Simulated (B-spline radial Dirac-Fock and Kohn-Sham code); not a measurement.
## Auger decay of the M1 hole in Xe³⁺

System: the Xe³⁺ ion, [Kr] 4d10 5s2 5p3.

Model: a relativistic independent-particle model: LDA orbitals of the hole state, radiative multipoles to third order, Auger rates from the Coulomb interaction with a continuum orbital, Dirac-Fock energies. Program: an atomic code on a B-spline grid. Kinetic energies are configuration averages from the vacuum level; the two-hole energies are estimated from single-hole states.

| transition | kinetic energy (eV) | width (meV) | share (%) |
| --- | --- | --- | --- |
| M1-M2N4 | 17.51 | 1160 | 13.7 |
| M1-M2N5 | 19.50 | 1610 | 19.1 |
| M1-M3N4 | 79.48 | 886 | 10.5 |
| M1-M3N5 | 81.75 | 1290 | 15.3 |
| M1-M3O1 | 137.5 | 199 | 2.3 |
| M1-M4N1 | 175.7 | 438 | 5.2 |
| M1-M5N1 | 188.4 | 639 | 7.6 |
| M1-M5N3 | 256.1 | 178 | 2.1 |
| M1-M5N4 | 346.0 | 164 | 1.9 |
| M1-M5N5 | 348.6 | 253 | 3.0 |

Coster-Kronig rates are the weakest part of this model and often come out 1.5 to 2.5 times too large. The listed channels hold 81 % of the non-radiative rate. Summed by principal shells, of 8.45 eV in all: MMN 83.8 %, MMO 10.5 %, MNN 5.0 %, MNO 0.7 %.

Values without a named source are computed, but for edge energies of neutral atoms, which are taken from tables.
